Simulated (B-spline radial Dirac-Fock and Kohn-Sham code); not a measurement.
# Binding energies of Hg⁺ at several levels of theory

System: Hg⁺, [Xe] 4f14 5d9 6s2 (not the ground configuration).

The density-functional columns are spherical, spin-unpolarised Dirac-Kohn-Sham results without Breit or QED terms: −ε is minus the orbital energy of the initial state and ΔSCF the difference of two total energies. The reference in the last column comes from relaxed Dirac-Fock hole states (ΔSCF) with Breit and QED corrections and a finite nucleus. All numbers are from a B-spline atomic structure program, in eV; a selection of levels is shown. For the 1s level of heavy atoms much of the gap between ΔSCF and the reference is the Breit and QED part, -454.1 eV here; for other levels the error of the functional can be larger.

```csv
level,LDA −ε,LDA ΔSCF,Dirac-Fock
K (1s),82942.9,83562.0,83118.8
L1 (2s),14701.5,14816.1,14871.2
L2 (2p1/2),14115.2,14263.8,14230.4
L3 (2p3/2),12169.7,12293.6,12304.9
M1 (3s),3497.8,3531.4,3591.2
M2 (3p1/2),3231.9,3268.2,3305.6
M3 (3p3/2),2801.1,2833.4,2874.5
M4 (3d3/2),2357.3,2396.3,2408.0
N1 (4s),778.3,793.5,830.3
N2 (4p1/2),664.1,679.3,707.6
N3 (4p3/2),559.8,574.1,602.9
N4 (4d3/2),372.3,386.4,402.6
N6 (4f5/2),111.2,124.6,123.0
N7 (4f7/2),107.0,120.3,119.0
O1 (5s),130.8,139.2,147.1
O2 (5p1/2),92.84,100.9,104.6
O3 (5p3/2),74.22,81.81,86.36
"O4,5 (5d)",21.70,28.11,26.57
P1 (6s),16.26,20.66,17.88
```

Values without a named source are computed, but for edge energies of neutral atoms, which are taken from tables.
